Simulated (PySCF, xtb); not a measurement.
Si(F)(OH)2(OSiH3) (FH₅O₃Si₂), SMILES [Si](O[SiH3])(F)(O)O. Other conformers were not sampled.

Harmonic wavenumbers (cm⁻¹) from GFN2-xTB (xtb 6.7.1) at its own minimum, in rising order: 27, 63, 80, 172, 194, 243, 277, 281, 309, 318, 591, 601, 646, 751, 775, 784, 821, 837, 846, 936, 1004, 1119, 2259, 2271, 2283, 3680, 3688.

Question: What does ωB97X-D3(BJ)/def2-SVP (PySCF) give at its own minimum? (An estimate is asked for; the answer gives what the named calculation found.)

Answer: 37, 81, 89, 161, 174, 278, 310, 331, 384, 388, 645, 739, 757, 785, 799, 878, 968, 969, 974, 1000, 1017, 1122, 2273, 2276, 2287, 3944, 3951. Paired by order, the mean absolute difference is 68 cm⁻¹ and the zero-point energies are 37.0 and 39.5 kcal/mol.
